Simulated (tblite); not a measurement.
Compound: C5H9BNSi (doublet state).
Cartesian coordinates in Å at the GFN2-xTB level; atoms count from 1:
```
atom  x, y, z in Å
C1    -1.7725    0.5575   -2.4996
C2    -2.3033   -0.2011   -1.5565
C3    -1.5084   -1.0531   -0.6188
N4    -1.6242   -0.5583    0.7620
B5    -0.5932   -0.1259    1.5342
C6     0.8095    0.1076    1.6892
C7     1.9829    0.3601    1.9920
Si8    3.7382    0.7021    2.3688
H9    -2.3765    1.1710   -3.1457
H10   -0.7090    0.5853   -2.6678
H11   -3.3749   -0.2103   -1.3987
H12   -1.8770   -2.0873   -0.6516
H13   -0.4526   -1.0446   -0.8929
H14   -2.5873   -0.5527    1.0696
H15    4.4385   -0.5850    2.4660
H16    4.3124    1.5155    1.2879
H17    3.8903    1.4312    3.6385
```

Level: GFN2-xTB in tblite, geometry and Hessian alike; calculated harmonic values, unscaled, isolated species. Errors from tens to a few hundred cm⁻¹ against measured bands are possible. Modes of hydrogen on silicon can be 10 to 20 % off. One conformer, not necessarily the lowest. Open shells enter through the occupations alone, without spin polarisation, and single modes of such species can be off by tens of per cent. The optimisation stopped once no atom felt more than 0.01 eV/Å.

Lowest wavenumbers of the output (negative numbers stand for imaginary wavenumbers):
```
mode    cm-1
  1     -23.6
  2      24.1
  3      52.3
  4      66.1
  5     105.7
  6     121.8
  7     232.4
  8     289.2
```

Q: Is this structure a minimum?

A: Not by this Hessian. 1 mode is imaginary beyond 20i (24i cm⁻¹), so at this level the point lies at or near a first-order saddle. The curvature is small, so loose convergence or finite differences may be the whole cause.

Q: Which atoms move in the imaginary mode?

A: 24i: H16 (hydrogen on silicon) 32 %, H17 (hydrogen on silicon) 32 %, H15 (hydrogen on silicon) 31 %. These are shares of the mass-weighted motion.

Q: What is the remedy?

A: Step along that mode in both directions, optimise again with tighter thresholds and repeat the frequencies. The zero-point energy of this point (75.7 kcal/mol) counts the 44 real modes alone, and thermal corrections from it aren't those of a minimum.

The run took 0.49 s of wall time on Arm Neoverse V2, one thread, no GPU, shared host. This covers the Hessian and the dipole derivatives.
